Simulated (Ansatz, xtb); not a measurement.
# Relative energy of two isomers of C6H6ClNO

Structure a: `C=Cc1oc(Cl)nc1C`, a singlet. Structure b: `C=CCc1cnc(Cl)o1`, a singlet. Both are isolated molecules in the gas phase, relaxed with PBE0-D3(BJ)/def2-SVP, each in the lowest conformer that the search found.

Problem. Estimate E(b) − E(a) at the level CCSD(T)/def2-SVP + ΔMP2/def2-TZVPP.

Solution. Calculated at CCSD(T)/def2-SVP + ΔMP2/def2-TZVPP: E(b) − E(a) = +6.8 kcal/mol, so structure a lies lower.

The same difference at several levels:

```csv
level,geometry,E(b) − E(a) (kcal/mol),departure from the last row (kcal/mol),"job, with rough time for the two"
GFN2-xTB,GFN2-xTB,+8.6,+1.8,"optimisation, 0.18 s"
HF/STO-3G,GFN2-xTB,+7.9,+1.1,"single point, 0.54 s"
r2SCAN-D4/def2-SVP,GFN2-xTB,+11.4,+4.6,"single point, 4.8 s"
PBE0-D3(BJ)/def2-SVP,PBE0-D3(BJ)/def2-SVP,+9.2,+2.4,"optimisation, 73 s"
HF/def2-SVP,PBE0-D3(BJ)/def2-SVP,+6.5,−0.3,part of the CCSD(T) run
MP2/def2-SVP,PBE0-D3(BJ)/def2-SVP,+7.9,+1.1,part of the CCSD(T) run
CCSD(T)/def2-SVP,PBE0-D3(BJ)/def2-SVP,+7.2,+0.3,single point
CCSD(T)/def2-SVP + ΔMP2/def2-TZVPP,PBE0-D3(BJ)/def2-SVP,+6.8,,"single point, 2.6 min"
```

As drawn, both hold the same kinds of bond in the same numbers. Structure a has 1 methyl group, b 0.

None of the levels shown reverses the order. The largest departure from CCSD(T)/def2-SVP + ΔMP2/def2-TZVPP is that of r2SCAN-D4/def2-SVP, 4.6 kcal/mol. The last row adds to CCSD(T) the change of the MP2 difference between the two basis sets, here −0.3 kcal/mol.

With thermal terms from frequencies at re-optimised GFN2-xTB minima (ideal gas, soft modes damped towards free rotors, one conformer each, 298.15 K, 1 atm): the zero-point term adds +0.4 kcal/mol; ΔH is +7.0 and ΔG +7.4 kcal/mol.

The correlated steps freeze 13 core orbitals. Programs: Ansatz 0.2.0, xtb 6.7.1; the last row on 4 threads of Arm Neoverse V1 on a shared host.
